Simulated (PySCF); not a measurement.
Computed with PBE-D3(BJ)/def2-TZVP // TPSS-D3(BJ)/def2-SVP run with PySCF. Isolated molecules, 0 K electronic values unless said otherwise. 

Reference species: [Hf(Br)4] (neutral, multiplicity 1).

The charge on the central atom (Mulliken) is 1.04 e and the mean distance from the central atom to its bonded neighbours comes out as 2.486 Å.

Changed species: [Hf(Br)2(H)2] (2 of 4 Br replaced by H; the reference has 0 of 4 Br replaced by H).

Question: What does the change do to the charge on the central atom (Mulliken) and mean distance from the central atom to its bonded neighbours?

Answer: the charge on the central atom (Mulliken) drops by 0.21 e, to 0.83 e; the mean distance from the central atom to its bonded neighbours falls by 0.321 Å, to 2.165 Å.
